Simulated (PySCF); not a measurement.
# Electron correlation in Fe (iron, neutral)

[Ar] 3d6 4s2, high-spin 5D determinant. All numbers are calculated (PySCF 2.14, the spin-free X2C one-electron Hamiltonian (Gaussian nucleus), in cc-pVTZ-DK (7s6p4d2f1g, 68 functions)). Frozen: [Ar]; 8 electrons correlated.

MP2 pair energies summed by pair of shells (mhartree):

```tsv
pair	energy	share (%)
3d-3d	-128.36	70.4
3d-4s	-32.51	17.8
4s-4s	-21.49	11.8
```

Total MP2 correlation energy: -182.37 mhartree.

Same-spin part -87.91 and opposite-spin part -94.46 mhartree; SCS-MP2 scales them by 1/3 and 6/5 to -142.66 mhartree.
